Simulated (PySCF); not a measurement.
C2F4, charge +1, doublet (typed; the unrestricted solution is spin-contaminated), geometry from GFN2-xTB (a state made from the parent by changing its charge; the spin is typed, not shown lowest); CAMB3LYP/cc-pVDZ run with PySCF.

Input for PySCF:
```python
from pyscf import gto, scf, dft

mol = gto.M(
    atom='''
F    -1.352717    0.000828    1.122684
C    -0.708521   -0.026139    0.022923
F    -1.418627   -0.103069   -1.033023
C     0.708521    0.026139   -0.022923
F     1.352717   -0.000828   -1.122684
F     1.418627    0.103069    1.033023
''',
    basis='cc-pvdz',
    charge=1,
    spin=1,
    verbose=4,
    symmetry=True,
)

mf = dft.UKS(mol)
mf.xc = 'camb3lyp'
mf.irrep_nelec = {'Ag': (6, 6), 'B1g': (1, 1), 'B2g': (1, 1), 'B3g': (4, 4), 'Au': (1, 1), 'B1u': (4, 5), 'B2u': (4, 4), 'B3u': (3, 1)}
mf.kernel()
mf.analyze()
```

Task: Write the output that PySCF gives for this input, abridged.

Result: 
```
PySCF version 2.14.0

[INPUT] verbose = 4
[INPUT] num. atoms = 6
[INPUT] num. electrons = 47
[INPUT] charge = 1
[INPUT] spin (= nelec alpha-beta = 2S) = 1
[INPUT] symmetry True subgroup None
[INPUT] Mole.unit = angstrom
[INPUT] Symbol           X                Y                Z      unit          X                Y                Z       unit  Magmom
[...]
nuclear repulsion = 246.537622533397
point group symmetry = D2h
symmetry origin: [7.40148683e-17 0.00000000e+00 0.00000000e+00]
symmetry axis x: [ 0.0383429  -0.99816176  0.04693534]
symmetry axis y: [0.03052544 0.04811796 0.99837511]
symmetry axis z: [ 0.99879829  0.03684787 -0.03231431]
num. orbitals of irrep Ag = 17
num. orbitals of irrep B1g = 5
num. orbitals of irrep B2g = 7
num. orbitals of irrep B3g = 13
num. orbitals of irrep Au = 5
num. orbitals of irrep B1u = 17
num. orbitals of irrep B2u = 13
num. orbitals of irrep B3u = 7
number of shells = 30
number of NR pGTOs = 156
number of NR cGTOs = 84
basis = cc-pvdz
ecp = {}

******** <class 'pyscf.dft.uks_symm.SymAdaptedUKS'> ********
method = SymAdaptedUKS
initial guess = minao
damping factor = 0
level_shift factor = 0
DIIS = <class 'pyscf.scf.diis.CDIIS'>
diis_start_cycle = 1
diis_space = 8
diis_damp = 0
SCF conv_tol = 1e-09
SCF conv_tol_grad = None
SCF max_cycles = 50
direct_scf = True
direct_scf_tol = 1e-13
number electrons alpha = 24  beta = 23
irrep_nelec {'Ag': (6, 6), 'B1g': (1, 1), 'B2g': (1, 1), 'B3g': (4, 4), 'Au': (1, 1), 'B1u': (4, 5), 'B2u': (4, 4), 'B3u': (3, 1)}
XC library pyscf.dft.libxc version 7.1.2
    S. Lehtola, C. Steigemann, M. J. T. Oliveira, and M. A. L. Marques,  SoftwareX 7, 1–5 (2018)
XC functionals = camb3lyp
    T. Yanai, D. P. Tew, and N. C. Handy,  Chem. Phys. Lett. 393, 51 (2004)
radial grids:
    Treutler-Ahlrichs [JCP 102, 346 (1995); DOI:10.1063/1.469408] (M4) radial grids

becke partition: Becke, JCP 88, 2547 (1988); DOI:10.1063/1.454033
pruning grids: <function nwchem_prune>
grids dens level: 3
symmetrized grids: True
atomic radii adjust function: <function treutler_atomic_radii_adjust>
small_rho_cutoff = 0
Freeze 47 electrons in irreps ['Ag', 'B1g', 'B2g', 'B3g', 'Au', 'B1u', 'B2u', 'B3u']
    0 free electrons in irreps
Set gradient conv threshold to 3.16228e-05
tot grids = 85288
init E= -476.621236360133

cycle= 1 E= -474.033240813069  delta_E= 2.59  |g|= 0.545  |ddm|= 2.72

cycle= 2 E= -474.063360128979  delta_E= -0.0301  |g|= 0.519  |ddm|= 0.705

[...]
converged SCF energy = -474.157962946027  <S^2> = 1.7559372  2S+1 = 2.8326222
Total Energy =                        -474.157962946026828
[...]
beta  MO #53 (B2g #4), energy= 1.14166346065088 occ= 0
beta  MO #54 (B1u #11), energy= 1.18599843067049 occ= 0
beta  MO #55 (Ag #13), energy= 1.35169551812259 occ= 0
beta  MO #56 (B2g #5), energy= 1.38041022373314 occ= 0
beta  MO #57 (B2u #9), energy= 1.40713631855577 occ= 0
beta  MO #58 (B1u #12), energy= 1.49783297523164 occ= 0
beta  MO #59 (B1u #13), energy= 1.70314681753854 occ= 0
beta  MO #60 (B3g #9), energy= 1.83232791696134 occ= 0
beta  MO #61 (Ag #14), energy= 2.06238795808045 occ= 0
beta  MO #62 (B2u #10), energy= 2.07289989228689 occ= 0
beta  MO #63 (B1u #14), energy= 2.09324302187354 occ= 0
beta  MO #64 (B3g #10), energy= 2.3366132947506 occ= 0
beta  MO #65 (Au #4), energy= 3.22601361418683 occ= 0
beta  MO #66 (B1g #4), energy= 3.22604570639228 occ= 0
beta  MO #67 (B2u #11), energy= 3.22967831521225 occ= 0
beta  MO #68 (B3u #6), energy= 3.23137644952637 occ= 0
beta  MO #69 (B2g #6), energy= 3.23739766831498 occ= 0
beta  MO #70 (B3g #11), energy= 3.26457229230047 occ= 0
beta  MO #71 (Ag #15), energy= 3.27142110858393 occ= 0
beta  MO #72 (B1u #15), energy= 3.27502607724709 occ= 0
beta  MO #73 (B2u #12), energy= 3.28507640703276 occ= 0
beta  MO #74 (B3u #7), energy= 3.43585888525911 occ= 0
beta  MO #75 (B3g #12), energy= 3.4797788469309 occ= 0
beta  MO #76 (B1g #5), energy= 3.51070787546309 occ= 0
beta  MO #77 (B2g #7), energy= 3.5317482261808 occ= 0
beta  MO #78 (Au #5), energy= 3.66799510443183 occ= 0
beta  MO #79 (Ag #16), energy= 3.72116048800546 occ= 0
beta  MO #80 (B2u #13), energy= 3.77982122533805 occ= 0
beta  MO #81 (B1u #16), energy= 3.82245562782174 occ= 0
beta  MO #82 (Ag #17), energy= 3.87037670941772 occ= 0
beta  MO #83 (B1u #17), energy= 4.02189756440173 occ= 0
beta  MO #84 (B3g #13), energy= 4.07928600222186 occ= 0
 ** Mulliken pop alpha/beta on meta-lowdin orthogonal AOs **
 ** Mulliken pop       alpha | beta **
In total            24.00000 | 23.00000
 ** Mulliken atomic charges   ( Nelec_alpha | Nelec_beta ) **
charge of  0F =      0.07889  (     4.36148      4.55963 )
charge of  1C =      0.34221  (     3.27705      2.38074 )
charge of  2F =      0.07889  (     4.36148      4.55963 )
charge of  3C =      0.34221  (     3.27705      2.38074 )
charge of  4F =      0.07889  (     4.36148      4.55963 )
charge of  5F =      0.07889  (     4.36148      4.55963 )

WARN: System has nonzero charge 1; the dipole moment is origin-dependent.
Location of origin: [0. 0. 0.]

Dipole moment(X, Y, Z, Debye): -0.00000, -0.00000, -0.00000
```
